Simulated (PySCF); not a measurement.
Vibration and rotation of ZrF

PBE0 constants of ZrF, ⁴Σ⁻ (quartet), unpaired electrons σ ↑, δ ↑↑ (basis Zr cc-pVDZ-PP with ECP28, F cc-pVDZ; scalar-relativistic core potentials; PySCF 2.14; masses 89.9047 and 18.9984 u):

- ωe: 682.9 cm⁻¹
- ωexe: 2.73 cm⁻¹
- Be: 0.29912 cm⁻¹
- αe: 0.00163 cm⁻¹
- D (centrifugal): 2.3e-07 cm⁻¹

Task: Give the vibrational terms G(v) and spacings up to v = 6.

Result: G(v) = ωe(v+½) − ωexe(v+½)².

```tsv
v	G(v) (cm⁻¹)	G(v) − G(v−1)	Bv (cm⁻¹)
0	341		0.2983
1	1018	677	0.2967
2	1690	672	0.2950
3	2357	667	0.2934
4	3018	661	0.2918
5	3673	656	0.2902
6	4324	650	0.2885
```

De is left out where the level can put another filling of the metal’s s and d shells below the measured ground configuration, by anything from nothing to about 1 eV. Spin–orbit coupling is left out, which matters for elements this heavy, above all for dissociation energies. With d or f electrons several states lie close, and the lowest PBE0 determinant need not be the measured ground state.
